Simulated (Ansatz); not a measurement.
Calculated with Ansatz (gas phase, PBE0-D4/def2-TZVP geometries, no zero-point term in ΔE). CCSD(T)/CBS is the MP2 limit (def2-TZVPP, def2-QZVPP) plus CCSD(T) − MP2 in def2-TZVPP, frozen cores. Functionals use def2-TZVPP. One conformer a species, not always the lowest.

Consider the redistribution: `CO[SiH2]C` + `BOC[SiH2]Cl` → `BOC[SiH2]C` + `CO[SiH2]Cl`.

```tsv
species	PBE-D4 energy (Eh)
`CO[SiH2]C`	-445.50473
`BOC[SiH2]Cl`	-891.11138
`BOC[SiH2]C`	-470.91120
`CO[SiH2]Cl`	-865.70966
```

Work out ΔE.

ΔE = (-470.91120) + (-865.70966) − (-445.50473) − (-891.11138) = -0.00475 Eh = -0.13 eV. CCSD(T)/CBS gives -0.12 eV.

Largest T1 diagnostic among the species: 0.013.
